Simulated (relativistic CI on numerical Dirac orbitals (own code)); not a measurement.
A reference radial Dirac CI calculation of K⁺ gave the lowest total energy -601.17962 Ha in 55 SCF steps, from this input:

```
atom K  Z=19  charge=1  electrons=18
nucleus A=39  rms_radius_fm=3.4349
hamiltonian dirac-coulomb  breit=on  qed=on  c_scale=1
orbitals kli  potential=per-configuration
slater_scale 1
correlation none
mixing on
grid step=0.0125 r_max=74.5
scf mixing=0.4 start=green max_iterations=150 tolerance=2e-08 node_fill=0.05
configurations
  [Ne] 3s2 3p6
  [Ne] 3s2 3p5 3d
  [Ne] 3s2 3p4 3d2
  [Ne] 3s2 3p5 4s
  [Ne] 3s2 3p5 4p
end
```

One setting was then changed (and the iteration limit cut to 88), and the output read:

```
SCF 1: [Ne] 3s2 3p6
 iter      energy (Ha)   residual   last orbital (Ha)
    1      -599.664028   9.26e-01     -1.51843
    2      -601.105578   3.40e-01     -1.22127
    3      -601.361306   5.12e-02     -1.11984
    4      -601.371073   9.17e-03     -1.16908
    5      -601.371207   2.53e-03     -1.16065
    6      -601.371242   1.89e-04     -1.15720
    7      -601.371248   3.51e-05     -1.15741
    8      -601.371250   2.20e-06     -1.15746
    9      -601.371250   3.48e-07     -1.15746
   10      -601.371250   2.08e-08     -1.15746
   11      -601.371250   2.49e-10     -1.15746
SCF 2: [Ne] 3s2 3p5 3d
 iter      energy (Ha)   residual   last orbital (Ha)
    1      -598.979629   9.02e-01     -0.51454
    2      -600.338957   3.26e-01     -0.36196
    3      -600.560786   6.12e-02     -0.32798
    4      -600.572867   7.29e-03     -0.34332
    5      -600.573067   2.69e-03     -0.34048
    6      -600.573176   9.21e-05     -0.33851
    7      -600.573182   3.07e-05     -0.33842
    8      -600.573184   6.72e-06     -0.33838
    9      -600.573184   2.42e-07     -0.33838
   10      -600.573184   3.05e-08     -0.33838
   11      -600.573184   5.79e-10     -0.33838
SCF 3: [Ne] 3s2 3p4 3d2
 iter      energy (Ha)   residual   last orbital (Ha)
    1      -598.239153   8.64e-01     -0.51454
    2      -599.495114   3.13e-01     -0.37749
    3      -599.692689   7.86e-02     -0.37068
    4      -599.709344   4.17e-03     -0.39104
    5      -599.709434   3.23e-03     -0.38855
    6      -599.709500   1.15e-04     -0.38767
    7      -599.709508   6.43e-05     -0.38779
    8      -599.709507   1.92e-06     -0.38775
    9      -599.709507   1.02e-07     -0.38775
   10      -599.709507   7.30e-08     -0.38775
   11      -599.709507   1.88e-10     -0.38775
SCF 4: [Ne] 3s2 3p5 4s
 iter      energy (Ha)   residual   last orbital (Ha)
    1      -599.292453   8.35e-01     -0.45933
    2      -600.396561   3.31e-01     -0.41938
    3      -600.635076   4.79e-02     -0.39981
    4      -600.643871   4.15e-03     -0.39956
    5      -600.643895   2.59e-03     -0.39905
    6      -600.644025   4.97e-05     -0.39749
    7      -600.644031   5.62e-05     -0.39744
    8      -600.644031   8.62e-06     -0.39743
    9      -600.644031   1.41e-07     -0.39743
   10      -600.644031   1.16e-07     -0.39743
   11      -600.644031   5.80e-10     -0.39743
SCF 5: [Ne] 3s2 3p5 4p
 iter      energy (Ha)   residual   last orbital (Ha)
    1      -599.201185   8.31e-01     -0.34133
    2      -600.295671   3.30e-01     -0.31218
    3      -600.533524   4.95e-02     -0.29785
    4      -600.542731   3.25e-03     -0.29674
    5      -600.542774   2.10e-03     -0.29640
    6      -600.542910   6.46e-05     -0.29563
    7      -600.542916   3.41e-05     -0.29560
    8      -600.542915   3.68e-06     -0.29560
    9      -600.542915   1.04e-07     -0.29560
   10      -600.542915   1.32e-07     -0.29560
   11      -600.542915   7.95e-10     -0.29560
orbital energies (Ha): 1s -129.8313  2s -13.5627  2p1/2 -10.9350  2p3/2 -10.8287  3s -1.7681  3p1/2 -1.1670  3p3/2 -1.1575
configuration averages (Ha): Dirac-Coulomb, Breit, QED
  3p6                           -601.371250    0.159748    0.105225
  3p5 3d                        -600.573184    0.159305    0.105268
  3p4 3d2                       -599.709507    0.158773    0.105306
  3p5 4s                        -600.644031    0.159542    0.105342
  3p5 4p                        -600.542915    0.159532    0.105290
levels: no., configuration, term, J, E (cm-1), weight
   1 3p6                    1S   0                0.0  1.00
   2 3p5 4s                 1P*  1           158874.6  0.67
   3 3p5 4s                 3P*  2           158874.6  1.00
   4 3p5 4s                 3P*  1           161018.4  0.67
   5 3p5 4s                 3P*  0           161019.3  1.00
   6 3p5 3d                 3F*  4           174361.8  1.00
   7 3p5 3d                 1D*  2           174366.8  0.46
   8 3p5 3d                 3D*  3           174367.3  0.71
   9 3p5 3d                 1P*  1           174368.0  0.61
  10 3p5 3d                 3F*  3           174402.3  0.53
  11 3p5 3d                 3P*  1           174407.1  0.56
  12 3p5 3d                 3D*  2           174407.8  0.53
  13 3p5 3d                 3P*  0           174413.2  1.00
  14 3p5 3d                 3F*  3           176430.4  0.44
lowest total energy -601.106299 Ha
end: converged
```

Q: Which setting was changed?
A. SCF mixing
B. QED terms
C. speed of light
D. Slater scale

A: D. The Slater scale 0. This setting is bad on purpose; its numbers may not be properties of the ion.
